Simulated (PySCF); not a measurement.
Stepwise substitution at one centre (Al CH3-I). Gas-phase values, no solvent. Strings in code marks are SMILES.

The dipole moment from two functionals at the same geometries (PBE0-D3(BJ)/def2-TZVP), both in PySCF: PBE-D3(BJ)/def2-TZVP and ωB97X-D3(BJ)/def2-TZVP. 

| species | PBE-D3(BJ)/def2-TZVP (D) | ωB97X-D3(BJ)/def2-TZVP (D) |
|---|---|---|
| 0 of 3 CH3 replaced by I (`[CH3][Al]([CH3])[CH3]`) | 0.00 | 0.00 |
| 1 of 3 CH3 replaced by I (`[Al]([CH3])([I])[CH3]`) | 2.07 | 2.21 |
| 2 of 3 CH3 replaced by I | 1.60 | 1.71 |
| 3 of 3 CH3 replaced by I (`[I][Al]([I])[I]`) | 0.00 | 0.00 |

Over these rows, drawn at random from the members with no instability flagged (it was tested for open shells, ions and some series alone), PBE minus ωB97X-D3(BJ): mean -0.06 D, from -0.14 D to 0.00 D.
